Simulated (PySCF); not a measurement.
## Radial density of Mn³⁺ (manganese, charge +3)

UHF, [Ar] 3d4, high-spin 5D determinant. Computed with PySCF 2.14 in cc-pVDZ-DK (6s5p3d1f, 43 functions), with scalar relativity by spin-free X2C-1e.

| r (bohr) | 4πr²ρ (e/bohr) | 4πr²(ρα − ρβ) |
| --- | --- | --- |
| 0.00108 | 0.2154 | 0.0000 |
| 0.00182 | 0.5450 | 0.0000 |
| 0.00306 | 1.351 | 0.0000 |
| 0.00515 | 3.228 | 0.0001 |
| 0.00867 | 7.256 | 0.0001 |
| 0.0146 | 14.63 | 0.0003 |
| 0.0245 | 24.46 | 0.0005 |
| 0.0413 | 30.10 | 0.0012 |
| 0.0694 | 25.41 | 0.0056 |
| 0.117 | 24.85 | 0.0411 |
| 0.196 | 33.26 | 0.2770 |
| 0.330 | 18.65 | 1.3321 |
| 0.555 | 12.54 | 3.3704 |
| 0.934 | 12.37 | 3.4379 |
| 1.57 | 2.537 | 1.1689 |
| 2.64 | 0.1105 | 0.0961 |
| 4.45 | 0.0002746 | 0.0002 |
| 7.48 | 1.571e-05 | 0.0000 |

Densities and radii are taken from the X2C orbitals without a picture-change correction, which distorts them close to the nucleus.
